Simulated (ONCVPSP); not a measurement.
# cadmium: one change to an ONCV potential, before and after

cadmium (Cd), optimised norm-conserving Vanderbilt (ONCV), made with ONCVPSP 4.0.1 (BLYP, scalar-relativistic). Core [Ar] 3d10, reference 4s2 4p6 4d10 5s2. Waves: 4s+5s: rc 1.75 bohr, ncon 4, nbas 8, qcut 7 1/bohr, 2 projectors; 4p: rc 0.95 bohr, ncon 4, nbas 8, qcut 6.9 1/bohr, 2 projectors, debl 2.6 Ha; 4d: rc 1.50 bohr, ncon 4, nbas 8, qcut 10.6 1/bohr, 2 projectors, debl 3.4 Ha; f scattering state at 0.45 Ha: rc 1.75 bohr, ncon 4, nbas 8, qcut 5.5 1/bohr, 3 projectors, debl 0.7 Ha. Local part: polynomial inside 0.75 bohr (lpopt 5, dvloc0 0 Ha). Core correction: none.

All-electron outer shells of the reference configuration (BLYP, scalar-relativistic, ld1.x):

```csv
shell,level (eV),outermost node (bohr),outermost maximum (bohr)
3d,-393.59,–,0.27
4s,-105.74,0.43,0.79
4p,-66.78,0.43,0.84
4d,-11.57,0.42,0.98
5s,-5.65,1.07,2.32
```

Change: p: rc 1.2.

Cutoffs: the cutoffs (Ha) at which the residual kinetic energy of the hardest occupied pseudo-wave falls to 1 and 0.1 mHa per electron; they do not see the model core or the augmentation charge, which bear on the density cutoff. Errors are all-electron minus pseudo energies relative to the spin-unpolarised reference configuration.

**Question.** What does the change do?

**Answer.** The potential gets softer (202 Ha and 236 Ha → 43 Ha and 134 Ha); both files keep a bound ghost (f, s); the errors of the 4 common tests hardly move. A larger radius leaves more room for a smooth pseudo-wave, so fewer plane waves are needed.

| quantity | base | changed |
| --- | --- | --- |
| cutoff, loose | 202 Ha | 43 Ha |
| cutoff, tight | 236 Ha | 134 Ha |
| loose cutoff by channel | s 13 Ha, p 202 Ha, d 36 Ha | s 13 Ha, p 43 Ha, d 36 Ha |
| bound ghosts | s, f | s, f |
| GHOST(+) flags under 300 eV | none | none |
| error for 4s2 4p6 4d10 5s1, meV [ΔE 9.32 eV] | -2.2 | -2.3 |
| error for 4s2 4p6 4d10 5s0, meV [ΔE 26.62 eV] | -4.7 | -4.7 |
| error for 4s2 4p6 4d9 5s0, meV [ΔE 64.51 eV] | -14 | -13 |
| error for 4s2 4p6 4d9 5s2, meV [ΔE 17.80 eV] | -14 | -14 |
| s: phases at 1.78 bohr within 0.05 rad from the reference energy up to (Ha; the scan ends near 5) | to the end of the scan | to the end of the scan |
| d: phases at 1.52 bohr within 0.05 rad from the reference energy up to (Ha; the scan ends near 5) | to the end of the scan | to the end of the scan |
| f: phases at 1.78 bohr within 0.05 rad from the reference energy up to (Ha; the scan ends near 5) | 4.6 | 4.6 |

 A true bound ghost makes a file unfit for plane-wave use even where its test errors are small: the radial tests pick states by their node count and pass the ghost by.
